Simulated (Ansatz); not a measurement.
Reactions of `CC(F)(F)C(F)CF`.

Computed with Ansatz on PBE0-D4/def2-TZVP structures; ΔE is electronic, products minus reactants. CBS: MP2 limit from def2 TZ/QZ plus the TZ coupled-cluster correction, frozen cores. This one scheme is used for every species. Functionals use def2-TZVPP. def2 core potentials past Kr. For I outer-core shells are correlated without core-valence functions, which leaves a few kJ/mol of doubt a bond. Each species was taken in one conformer, which may not be the lowest.

```csv
reaction,CCSD(T)/CBS(def2) (eV)
`CC(F)(F)C(F)CF` + H₂O → `OC(F)CF` + `CC(F)F`,0.21
`CC(F)(F)C(F)CF` + CH₃OH → `COCF` + `CC(F)(F)CF`,0.06
`CC(F)(F)C(F)CF` + `N=CCl` → `FC/N=C/Cl` + `CC(F)(F)CF`,0.04
`CC(F)(F)C(F)CF` + H₂O → `CC(O)(F)F` + `FCCF`,-0.03
`CC(F)(F)C(F)CF` + HI → `FCC(F)I` + `CC(F)F`,?
```

**Question.** Fill in the missing values. (Estimate.)

**Answer.** Computed: `CC(F)(F)C(F)CF` + HI → `FCC(F)I` + `CC(F)F`: +0.22 eV.

Largest T1 diagnostic: 0.012, for `FC/N=C/Cl`.
